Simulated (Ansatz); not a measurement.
One change: `C1N[SiH2]O1` becomes `O=CN1CO[SiH2]1`.

Ansatz, PBE0-D4/def2-TZVP geometries, multiplicity 1. Each molecule was computed in one conformer, which needn't be the lowest.

| property | `C1N[SiH2]O1` |
| --- | --- |
| HOMO energy (PBE0/def2-TZVPP) / eV | -7.11 |
| size of the dipole moment (B3LYP/def2-TZVPP) / D | 1.87 |
| HOMO–LUMO gap (PBE0/def2-TZVPP) / eV | 6.83 |
| size of the dipole moment (ωB97M-V/def2-TZVPP) / D | 1.88 |
| HOMO energy (PBE/def2-TZVPP) / eV | -5.71 |
| LUMO energy (ωB97M-V/def2-TZVPP) / eV | 1.43 |

What does the change do to each property? (Best estimate.)

Computed: 
| property | `O=CN1CO[SiH2]1` | shift |
| --- | --- | --- |
| HOMO energy (PBE0/def2-TZVPP) / eV | -7.75 | -0.64 |
| size of the dipole moment (B3LYP/def2-TZVPP) / D | 3.08 | 1.21 |
| HOMO–LUMO gap (PBE0/def2-TZVPP) / eV | 6.80 | -0.03 |
| size of the dipole moment (ωB97M-V/def2-TZVPP) / D | 3.06 | 1.18 |
| HOMO energy (PBE/def2-TZVPP) / eV | -6.10 | -0.39 |
| LUMO energy (ωB97M-V/def2-TZVPP) / eV | 0.80 | -0.63 |

Dipoles are sizes alone; their direction can turn.

B3LYP here is the variant with VWN-RPA as its local correlation; programs differ in this.
